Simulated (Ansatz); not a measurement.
`NC(F)[TeH]` + `N[AsH2]` → `N[AsH][TeH]` + `NCF`  (ligand exchange at a Te–C bond)

Isolated molecules relaxed with PBE0-D4/def2-TZVP in Ansatz; ΔE leaves out vibrations. CCSD(T)/CBS is the MP2 limit (def2-TZVPP, def2-QZVPP) plus CCSD(T) − MP2 in def2-TZVPP, frozen cores. Functionals use def2-TZVPP. def2 core potentials past Kr. For As, Te outer-core shells are correlated without core-valence functions, which leaves a few kJ/mol of doubt a bond. Scalar relativity is left out up to krypton. One conformer a species, not always the lowest.

| level | ΔE (kcal/mol) |
| --- | --- |
| CAM-B3LYP-D4 | -29.8 |
| MP2/def2-TZVPP | -30.0 |

(1) What does CCSD(T)/CBS give? (Estimate.)

Largest T1 diagnostic among the species: 0.012.

Results:

(1) Ansatz gave: -29.9 kcal/mol. The listed levels differ from it by 0.1, -0.1 kcal/mol.

From r2SCAN to r2SCAN0 (25 % exact exchange), in def2-TZVPP and without D4, ΔE moves by −0.9 kcal/mol. Leaving LDA and LC-ωPBE aside and taking each functional with its dispersion term where it has one, the values, not all of them listed here, spread over 3.7 kcal/mol, from BHLYP-D4 to B97M-V. LDA lies +1.8 kcal/mol from PBE without D4. In def2-TZVPP, CCSD(T) changes the Hartree–Fock value by +3.6 kcal/mol (the triples alone add +0.3 kcal/mol) and MP2 by +2.3 kcal/mol.
